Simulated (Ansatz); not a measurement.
Relaxation of C₂H₂FSi (6 atoms, charge -1, multiplicity 1), to a largest force component of 0.015 eV/Å in at most 40 steps.

The calculation used RKS B3LYP/def2-mTZVP (Ansatz 0.2.0).

```xyz
6
Properties=species:S:1:pos:R:3:forces:R:3
C -1.133 0.995 -1.498 0.20 -0.59 1.32
Si -0.163 0.275 -0.287 0.15 1.44 -0.33
C 0.831 -0.634 0.920 0.77 0.06 -0.43
F 1.242 0.130 2.110 -0.67 -0.44 -0.45
H -1.062 2.087 -1.655 0.16 -0.54 -0.33
H 1.778 -1.061 0.530 -0.62 0.08 0.21
```

Problem. Where does it end, and by what steps?

Solution. It converged. Limits of this set-up: an anion without diffuse functions, the dipole of an ion depends on the origin. After 14 steps the energy has fallen by 0.656 eV; Si2 moved furthest, 0.49 Å.

```tsv
step	energy less start (eV)	largest force component (eV/Å)	accepted
0	0.0000	1.438	yes
1	-0.3330	1.477	yes
2	-0.5005	1.055	yes
3	-0.6010	1.004	yes
4	-0.5679	0.800	no
5	-0.6424	0.329	yes
6	-0.6250	0.267	no
7	-0.6523	0.074	yes
8	-0.6507	0.258	no
9	-0.6550	0.053	yes
10	-0.6553	0.049	yes
11	-0.6543	0.071	no
12	-0.6559	0.025	yes
13	-0.6559	0.018	yes
14	-0.6559	0.008	yes
```

```xyz
6
Properties=species:S:1:pos:R:3
C -1.217 1.038 -1.213
Si 0.179 0.618 -0.345
C 0.917 -0.487 0.831
F 1.078 -0.110 2.191
H -1.197 1.887 -1.906
H 1.733 -1.154 0.561
```

Time of the run: 2.4 min on 1 CPU thread of a shared host.
